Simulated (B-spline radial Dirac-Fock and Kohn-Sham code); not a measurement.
## Kohn-Sham estimates against Dirac-Fock for the levels of Ir²¹⁺

System: the Ir²¹⁺ ion in the configuration 1s2 2s2 2p6 3s2 3p6 3d10 4s2 4p6 4d10 4f10.

The density-functional columns are spherical, spin-unpolarised Dirac-Kohn-Sham results without Breit or QED terms: −ε is minus the orbital energy of the initial state and ΔSCF the difference of two total energies. The reference in the last column comes from Dirac-Fock energy differences between relaxed states, corrected for Breit and QED terms. All numbers are from an atomic code on a B-spline grid, in eV; a selection of levels is shown. For the 1s level of heavy atoms much of the gap between ΔSCF and the reference is the Breit and QED part, -399.0 eV here; for other levels the error of the functional can be larger.

```tsv
level	LDA −ε	LDA ΔSCF	Dirac-Fock
K	76487.2	77087.4	76700.0
L1	13834.9	13956.6	14013.8
L2	13285.1	13438.4	13413.3
L3	11658.9	11790.7	11803.8
M1	3660.3	3704.7	3761.0
M2	3412.6	3459.6	3494.9
M3	3055.9	3099.3	3137.5
M4	2639.6	2689.6	2699.6
M5	2562.4	2611.0	2623.8
N1	1195.0	1219.3	1249.4
N2	1089.6	1113.8	1135.7
N3	1000.6	1023.7	1046.4
N4	826.5	849.4	858.8
N5	809.3	831.9	841.7
N6,7	583.9	606.5	604.3
```

Values without a named source are computed, but for edge energies of neutral atoms, which are taken from tables.
